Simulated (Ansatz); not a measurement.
Basis sets compared for fluoranthene, `c1ccc2c(c1)-c1cccc3cccc-2c13`. The state is a singlet with charge 0. Geometry PBE-D4/def2-SVP. Ansatz on 4 threads of Arm Neoverse V1 on a shared host; times are rough, and most runs start from earlier orbitals.

Cartesian coordinates in Å:
```
C 0.666 0.850 -3.607
C -0.312 1.809 -3.287
C -0.870 1.866 -1.996
C -0.438 0.950 -1.030
C 0.560 -0.030 -1.357
C 1.108 -0.077 -2.644
C 0.812 -0.845 -0.154
C 1.639 -1.917 0.163
C 1.592 -2.453 1.485
C 0.751 -1.941 2.472
C -0.112 -0.840 2.178
C -1.034 -0.190 3.055
C -1.802 0.880 2.595
C -1.712 1.370 1.257
C -0.823 0.758 0.380
C -0.044 -0.333 0.862
H 1.088 0.822 -4.623
H -0.643 2.524 -4.055
H -1.634 2.619 -1.753
H 1.873 -0.825 -2.902
H 2.323 -2.359 -0.578
H 2.250 -3.300 1.731
H 0.748 -2.384 3.480
H -1.136 -0.536 4.096
H -2.508 1.366 3.286
H -2.342 2.217 0.946
```

Binding counts from free atoms (C triplet, H doublet) in the same basis, without a counterpoise term.

```tsv
level	functions	energy (Eh)	HOMO (eV)	LUMO (eV)	binding per atom (eV)	wall time
PBE-D4/def2-SVP	274	-614.5747	-5.41	-2.71	5.83	6.5 s
PBE0-D4/def2-SVP	274	-614.6261	-6.26	-2.04	5.71	13 s
```

Task: Estimate the rows for PBE-D4/def2-TZVP, PBE0-D4/def2-TZVP (with forces).

Result: 
```json
{"level": "PBE-D4/def2-TZVP", "functions": "556", "energy (Eh)": "-615.2100", "HOMO (eV)": "-5.46", "LUMO (eV)": "-2.78", "binding per atom (eV)": "5.73", "wall time": "19 s"}
{"level": "PBE0-D4/def2-TZVP (with forces)", "functions": "556", "energy (Eh)": "-615.2559", "HOMO (eV)": "-6.26", "LUMO (eV)": "-2.07", "binding per atom (eV)": "5.61", "wall time": "65 s"}
```
